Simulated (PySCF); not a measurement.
## Er(BH4)3(H2O): from a saddle point downhill

PySCF 2.14.0, RKS PBE0, Er lcecp-1-SVP with ECP57, B def2-SVP, H def2-SVP, O def2-SVP; non-relativistic Hamiltonian with scalar-relativistic core potentials where named; density fitting; no spin-orbit coupling. Relaxed within the symmetry of its start, the geometry (Cs) is

```xyz
19

Er    0.0780   -0.0780    0.0536
B     1.2289    1.7509    1.1818
H     1.8358    2.6236    1.7509
H     1.6315    0.6025    1.5020
H     1.3541    1.8020   -0.0654
H     0.0052    1.7638    1.4248
B    -1.7509   -1.2289    1.1818
H    -2.6236   -1.8358    1.7509
H    -1.7638   -0.0052    1.4248
H    -1.8020   -1.3541   -0.0654
H    -0.6025   -1.6315    1.5020
B     1.3545   -1.3545   -1.5650
H     1.9822   -1.9822   -2.3807
H     0.6639   -2.0791   -0.8154
H     0.5474   -0.5474   -2.0900
H     2.0791   -0.6639   -0.8154
O    -1.3683    1.3683   -1.1456
H    -1.2148    2.3163   -1.2483
H    -2.3163    1.2148   -1.2483
```

and its lowest harmonic modes are -113, 41, 103, 107, 113, 133 cm⁻¹ (negative: unstable). It was moved along the lowest mode and relaxed again.

Problem. Where does it end, and how much lower?

Solution. In C1, 0.027 eV lower, after 33 steps:
```xyz
19

Er    0.0673   -0.0434    0.0888
B     1.2367    1.7752    1.2038
H     1.8434    2.6481    1.7728
H     1.5756    0.6250    1.5872
H     1.4229    1.7780   -0.0350
H     0.0019    1.8376    1.3808
B    -1.6782   -1.2346    1.3003
H    -2.5156   -1.8522    1.9095
H    -1.6409   -0.0248    1.6060
H    -1.8389   -1.2908    0.0589
H    -0.5153   -1.6738    1.4964
B     1.3090   -1.2657   -1.6023
H     1.9505   -1.8764   -2.4203
H     0.1233   -1.6514   -1.5167
H     1.2627   -0.0351   -1.8355
H     1.7866   -1.3635   -0.4423
O    -1.4177    1.2432   -1.2284
H    -1.2250    2.0640   -1.6984
H    -2.3679    1.0838   -1.2928
```

Problem. How do the contacts change?

Solution. 
```tsv
contact	saddle (Å)	end (Å)
Er1–H4 (BH4)	2.230	2.229
Er1–H11 (BH4)	2.230	2.231
Er1–H15 (BH4)	2.244	2.265
Er1–O17 (H2O)	2.371	2.366
Er1–H16 (BH4)	2.259	2.232
```


No frequency check is given for the end.

An lcecp potential fixes the number of 4f electrons, so in runs with it no electron can move into or out of that shell.

State: singlet in the valence, with the 4f electrons in the core potential.
